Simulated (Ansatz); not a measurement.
B₃H₃O, SMILES `BB1BO1`. The species carries charge 0 and has multiplicity 1. Geometry: relaxed with PBE0-D4/def2-TZVP.

```xyz
7

B     0.596   -1.383    0.032
B     0.002    0.129   -0.067
B    -0.815    1.472    0.167
O     0.130    1.311   -0.801
H     0.066   -2.294   -0.534
H     1.506   -1.644    0.764
H    -1.485    2.410    0.440
```

What is the dipole moment at PBE/def2-TZVPP? (Best estimate.)

Computed: 0.61 D, with components (-0.34, 0.50, 0.13) D in this frame, pointing from negative to positive charge.

And with r2SCAN, B3LYP, ωB97M-V? (Estimate.)

Computed: r2SCAN 0.52 D, B3LYP 0.46 D, ωB97M-V 0.35 D.

Give the Mulliken charges with PBE, r2SCAN, B3LYP in def2-TZVPP. (Estimate.)

Ansatz gave: 
```tsv
atom	PBE	r2SCAN	B3LYP
B1	-0.04	0.02	-0.12
B2	0.10	0.12	0.16
B3	-0.08	-0.05	-0.06
O4	-0.12	-0.20	-0.19
H5	0.04	0.03	0.06
H6	0.04	0.03	0.06
H7	0.07	0.06	0.09
```

B3LYP here is the variant with VWN-RPA as its local correlation; programs differ in this.
